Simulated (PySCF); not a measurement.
C2H6BF2N, SMILES NB(CF)CF.

Geometry optimised at B3LYP-D3(BJ)/def2-SVP. The structure was generated by enumeration, and PubChem lists no compound with its InChIKey, so it may never have been made. Other conformers were not sampled.

Level of theory: PBE0/def2-TZVP run with PySCF.

The molecule is in vacuum.

```yaml
total_energy: -358.91935 hartree
point_group: C2v
highest_occupied_level: -8.53 eV
lowest_empty_level: 0.62 eV
orbital_gap: 9.14 eV
dipole_moment: 0.113 e·Å
quadrupole, principal values (traceless, Buckingham form, about the centre of nuclear charge): -13.02, 1.98, 11.04 D·Å
mean_static_polarisability: 46.8 bohr³ (6.93 Å³)
polarisability_principal_values: 38.6, 48.5, 53.1 bohr³
```
